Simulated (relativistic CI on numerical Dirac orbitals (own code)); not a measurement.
d9 in a ligand field

Computed with a parametric ligand-field model of a d^n configuration (Racah B and C, spin-orbit zeta, crystal field), exact diagonalisation.

Field parameters in Wybourne normalisation: D3d B²₀ = −7Dσ, B⁴₀ = −14Dq − 21Dτ, B⁴₃ = −14√(10/7) Dq; D4h B²₀ = −7Ds, B⁴₀ = 21(Dq − Dt), B⁴₄ = 21√(5/14) Dq; Oh B⁴₀ = 21Dq, B⁴₄ = √(5/14) B⁴₀; Td as Oh with Dq negative (B⁴₀ = 21Dq, B⁴₄ = √(5/14) B⁴₀). The field is a parameter set, without covalency.

**Question.** Ground term and bands for B = 750, C = 2930, ζ = 0 cm⁻¹, D4h, 10Dq = 39050, Ds = 1100, Dt = -700 cm⁻¹?

**Answer.** Ground term 2B1 with 3.00 electrons in the two orbitals of the cubic e set. Spin-allowed: 2A1 900 cm⁻¹, 2B2 39050 cm⁻¹ (256 nm), 2E 45850 cm⁻¹ (218 nm). Lowest spin-forbidden: none.

**Question.** Ground term and bands for B = 350, C = 1660, ζ = 0 cm⁻¹, Td, 10Dq = -6650 cm⁻¹?

**Answer.** Ground term 2T2 with 4.00 electrons in the two orbitals of the cubic e set. Spin-allowed: 2E 6650 cm⁻¹ (1504 nm). Lowest spin-forbidden: none.

**Question.** Ground term and bands for B = 550, C = 2320, ζ = 0 cm⁻¹, Oh, 10Dq = 8500 cm⁻¹?

**Answer.** Ground term 2E with 3.00 electrons in the two orbitals of the cubic e set. Spin-allowed: 2T2 8500 cm⁻¹ (1176 nm). Lowest spin-forbidden: none.

**Question.** Ground term and bands for B = 380, C = 1970, ζ = 0 cm⁻¹, D3d, 10Dq = 37950, Dσ = 1200, Dτ = 250 cm⁻¹?

**Answer.** Ground term 2E with 3.00 electrons in the two orbitals of the cubic e set. Spin-allowed: 2E 37233 cm⁻¹ (269 nm), 2A1 42466 cm⁻¹ (235 nm). Lowest spin-forbidden: none.

**Question.** Ground term and bands for B = 980, C = 4400, ζ = 0 cm⁻¹, Oh, 10Dq = 5500 cm⁻¹?

**Answer.** Ground term 2E with 3.00 electrons in the two orbitals of the cubic e set. Spin-allowed: 2T2 5500 cm⁻¹ (1818 nm). Lowest spin-forbidden: none.
